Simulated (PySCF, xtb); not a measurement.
Al(Cl)(Br)(OMe) (CH3AlBrClO), SMILES [Cl][Al]([Br])[O]C. Other conformers were not sampled.

Harmonic wavenumbers (cm⁻¹) from GFN2-xTB (xtb 6.7.1) at its own minimum, in rising order: 31, 82, 103, 140, 163, 256, 347, 600, 710, 1137, 1139, 1222, 1417, 1473, 1474, 2973, 2975, 2982.

### Question
What does PBE-D3(BJ)/def2-SVP (PySCF) give at its own minimum? (The exact figures need the calculation; the answer reports its results.)

### Answer
73, 85, 94, 125, 209, 230, 335, 578, 748, 1138, 1144, 1199, 1421, 1424, 1429, 2923, 3005, 3015. Paired by order, the mean absolute difference is 25 cm⁻¹ and the zero-point energies are 27.5 and 27.4 kcal/mol.
